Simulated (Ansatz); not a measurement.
`C=C(Cl)S[SiH3]` and `C=C(Cl)CF` differ in one atom or group.

Ansatz, PBE0-D4/def2-TZVP geometries, multiplicity 1. Each molecule was computed in one conformer, which needn't be the lowest.

```csv
property,`C=C(Cl)S[SiH3]`
size of the dipole moment (ωB97M-V/def2-TZVPP) / D,0.73
HOMO energy (PBE/def2-TZVPP) / eV,-5.92
HOMO–LUMO gap (PBE0/def2-TZVPP) / eV,6.37
size of the dipole moment (B3LYP/def2-TZVPP) / D,0.70
HOMO–LUMO gap (B3LYP/def2-TZVPP) / eV,5.94
HOMO energy (ωB97M-V/def2-TZVPP) / eV,-9.13
```

(1) What does the change do to each property? (Estimate.)

Answers

(1) Ansatz gave: 
| property | `C=C(Cl)CF` | shift |
| --- | --- | --- |
| size of the dipole moment (ωB97M-V/def2-TZVPP) / D | 0.23 | -0.50 |
| HOMO energy (PBE/def2-TZVPP) / eV | -6.44 | -0.52 |
| HOMO–LUMO gap (PBE0/def2-TZVPP) / eV | 7.37 | 1.00 |
| size of the dipole moment (B3LYP/def2-TZVPP) / D | 0.26 | -0.44 |
| HOMO–LUMO gap (B3LYP/def2-TZVPP) / eV | 6.90 | 0.96 |
| HOMO energy (ωB97M-V/def2-TZVPP) / eV | -9.83 | -0.70 |

With PBE0 the HOMO falls by 0.60 eV and the LUMO rises by 0.40 eV, so the gap widens by about 1.00 eV. PBE moves the HOMO by -0.52 eV and ωB97M-V by -0.70 eV. Dipoles are sizes alone; their direction can turn.

B3LYP here is the variant with VWN-RPA as its local correlation; programs differ in this.
